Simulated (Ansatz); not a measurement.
Gas-phase electronic energies from Ansatz, PBE0-D4/def2-TZVP geometries. CBS: MP2 limit from def2 TZ/QZ plus the TZ coupled-cluster correction, frozen cores. DFT in def2-TZVPP. B3LYP here is the variant with VWN-RPA as its local correlation; programs differ in this. Each species was taken in one conformer, which may not be the lowest.

`N#C[Si](C#N)(C#N)C#N` + `CCCC` → `N#C[SiH](C#N)C#N` + `CCCCC#N`  (formal exchange of groups at the Si–C bond)

```
           level  ΔE (kJ/mol)
             PBE          3.9
            PBE0         -0.2
           B3LYP          5.4
         LC-ωPBE         -2.0
CCSD(T)/def2-SVP          5.0
   HF/def2-TZVPP         -4.0
    HF/CBS(def2)         -4.1
   MP2/CBS(def2)         12.7
```

Q: What does CCSD(T)/CBS give? (Estimate.)

A: The calculation gave: +9.0 kJ/mol. The listed levels differ from it by -5.1, -9.2, -3.6, -11.0, -4.0, -13.0, -13.1, 3.7 kJ/mol.

Q: What do rigid-rotor, harmonic-oscillator terms from PBE0-D4/def2-TZVP frequencies (298.15 K, 1 bar) make of the CCSD(T)/CBS value? (Best estimate.)

A: Computed: ΔZPE = -1.4 kJ/mol, ΔH = +5.7 kJ/mol, ΔS = 11 J/(mol·K), ΔG = +2.4 kJ/mol.

Largest T1 diagnostic among the species: 0.015.

From PBE to PBE0 (25 % exact exchange), in def2-TZVPP and without D4, ΔE moves by −4.0 kJ/mol. At CCSD(T), def2-SVP lies −4.0 kJ/mol from the extrapolated value and def2-TZVPP +0.8 kJ/mol. Leaving LDA and LC-ωPBE aside and taking each functional with its dispersion term where it has one, the values, not all of them listed here, spread over 12.6 kJ/mol, from PBE0-D4 to B97M-V. LDA lies −11.7 kJ/mol from PBE without D4.
